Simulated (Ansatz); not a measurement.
Input for Ansatz (development build ahead of 0.2.0):

```yaml
crystal:
  periodic: [false, false, false]
  atoms:
    - { symbol: Ge, position_ang: [0.00495, -0.00698, -0.00517] }
    - { symbol: H, position_ang: [0.8799, 0.894, 0.88762] }
    - { symbol: H, position_ang: [0.88834, -0.89586, -0.8821] }
    - { symbol: H, position_ang: [-0.8958, 0.88581, -0.89278] }
    - { symbol: H, position_ang: [-0.88105, -0.88238, 0.89319] }
basis:
  gaussian: { orbitals: def2-TZVP }
hamiltonian:
  xc: hf
correlation:
  method: mp2
  frozen_orbitals: { Ge: 9, H: 0 }
```

The input is written out in the form of the current development build from the run's settings.

Output:

| Property | Result |
| --- | --- |
| Converged | yes |
| Reference energy | -2077.67809 hartree |
| Correlation energy | -0.26547 hartree |
| Total energy | -2077.94356 hartree |
| Spin squared of the determinant | 0.000 |
